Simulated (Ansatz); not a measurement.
`F[SiH2][O][GeH3]` + H₂ → `[SiH3][O][GeH3]` + H–F at 500 K and 1 bar (hydrogenolysis of the Si–F bond).

Isolated molecules relaxed with PBE0-D4/def2-TZVP in Ansatz; ΔE leaves out vibrations. CCSD(T)/CBS is the MP2 limit (def2-TZVPP, def2-QZVPP) plus CCSD(T) − MP2 in def2-TZVPP, frozen cores. This one scheme is used for every species. For Ge outer-core shells are correlated without core-valence functions, which leaves a few kJ/mol of doubt a bond. Scalar relativity is left out up to krypton. One conformer a species, not always the lowest.

```
           species  CCSD(T)/CBS energy (Eh)  H − E (kJ/mol)  S (J/(mol·K))
`F[SiH2][O][GeH3]`              -2543.28863           171.0          418.4
                H₂                 -1.17544            41.0          145.5
 `[SiH3][O][GeH3]`              -2444.01593           179.6          400.6
               H–F               -100.39570            39.4          188.7
```

H − E and S are ideal-gas, rigid-rotor, harmonic terms from PBE0-D4/def2-TZVP, for one conformer and one mirror image of each species. The MP2-based limit puts H₂ 0.8 mEh under its directly extrapolated value; such offsets cancel only in part. 1 Eh = 2625.50 kJ/mol, R = 8.31446 J/(mol·K).

Problem. By hand: ΔE, ΔH, ΔS and ΔG.

Solution. ΔE = (-2444.01593) + (-100.39570) − (-2543.28863) − (-1.17544) = 0.05244 Eh = 137.7 kJ/mol. Δ(H − E) = 179.6 + 39.4 − 171.0 − 41.0 = 7.0, so ΔH = 144.7 kJ/mol. ΔS = 400.6 + 188.7 − 418.4 − 145.5 = 25.4 J/(mol·K). ΔG = 144.7 − 500 × (25.4)/1000 = 132.0 kJ/mol.

Problem. By hand: the equilibrium constant, and the temperature at which ΔG would vanish if ΔH and ΔS stayed fixed.

Solution. log₁₀ K = −ΔG/(RT ln 10) = -13.8. ΔG = 0 at ΔH/ΔS = 5697 K, far beyond where these terms or the molecules hold.

ΔH outweighs TΔS. A doubt of 5 kJ/mol in ΔE shifts log₁₀ K by 0.5 here. Other conformers and mirror images would add mixing entropy, several J/(mol·K) or more a flexible species. Modes under 60 cm⁻¹, often nearly free rotors, make the harmonic entropy too high. These are equilibria of isolated gas molecules and say nothing of rates. Largest T1 diagnostic: 0.012 (customary marks: 0.02 for closed shells, 0.045 for open ones).
